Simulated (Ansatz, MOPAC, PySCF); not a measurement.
Molecule: C₄H₇Cl₂ (charge 0, doublet). SMILES: [CH](C[C@@H](Cl)C)Cl
Geometry from a B3LYP-D3(BJ)/def2-TZVP (Ansatz, an electronic-structure program) optimisation:
```xyz
13

C     -2.4075     0.6076     0.3975
C     -1.0315     0.1406    -0.0291
C      0.0491     0.4353     1.0193
C      1.4285     0.0816     0.6144
Cl     2.1971     1.0101    -0.6075
Cl    -1.0734    -1.6508    -0.3642
H     -2.3959     1.6903     0.5459
H     -3.1517     0.3714    -0.3616
H     -2.7060     0.1332     1.3333
H     -0.7468     0.5863    -0.9801
H     -0.1989    -0.1022     1.9379
H     -0.0077     1.5077     1.2380
H      1.8709    -0.8854     0.7924
```
Charge 0, spin multiplicity 2.

Unscaled harmonic wavenumbers (cm⁻¹) in rising order, each level at the stationary point that it reaches from this structure (no distance between atoms moves by over 0.3 Å); the order of modes can differ between levels, and a negative number is imaginary. B3LYP-D3(BJ)/def2-TZVP (PySCF, at the structure above): 49, 95, 191, 244, 300, 330, 368, 433, 528, 611, 732, 880, 926, 1020, 1094, 1102, 1123, 1206, 1282, 1311, 1336, 1367, 1416, 1458, 1486, 1497, 3010, 3036, 3067, 3092, 3107, 3124, 3228.

PM7 (MOPAC): 25, 77, 168, 188, 295, 336, 381, 478, 613, 657, 752, 956, 969, 1065, 1125, 1144, 1182, 1212, 1220, 1272, 1278, 1283, 1286, 1301, 1350, 1396, 2642, 2661, 2668, 2683, 2728, 2739, 2778. Zero-point energy 58.5 against 63.0 kcal/mol; where all levels lie over 400 cm⁻¹, the wavenumbers are on average 0.971 times those of B3LYP-D3(BJ)/def2-TZVP.

HF/3-21G (Ansatz): 57, 103, 214, 266, 322, 359, 394, 495, 586, 609, 681, 948, 1004, 1070, 1153, 1192, 1229, 1292, 1362, 1438, 1467, 1508, 1586, 1620, 1656, 1664, 3204, 3220, 3267, 3271, 3297, 3348, 3416. Zero-point energy 67.6 against 63.0 kcal/mol; where all levels lie over 400 cm⁻¹, the wavenumbers are on average 1.075 times those of B3LYP-D3(BJ)/def2-TZVP.

HF/6-31G* (Ansatz): 54, 102, 216, 265, 323, 370, 408, 503, 582, 670, 776, 966, 1006, 1102, 1176, 1198, 1229, 1319, 1405, 1442, 1474, 1528, 1569, 1611, 1632, 1640, 3211, 3220, 3263, 3279, 3301, 3318, 3417. Zero-point energy 68.0 against 63.0 kcal/mol; where all levels lie over 400 cm⁻¹, the wavenumbers are on average 1.088 times those of B3LYP-D3(BJ)/def2-TZVP.

B3LYP/6-31G* (Ansatz): 50, 90, 192, 247, 301, 338, 369, 442, 523, 610, 730, 882, 930, 1025, 1101, 1109, 1130, 1220, 1295, 1325, 1358, 1382, 1439, 1483, 1515, 1525, 3032, 3054, 3084, 3115, 3128, 3148, 3249. Zero-point energy 63.5 against 63.0 kcal/mol; where all levels lie over 400 cm⁻¹, the wavenumbers are on average 1.008 times those of B3LYP-D3(BJ)/def2-TZVP.
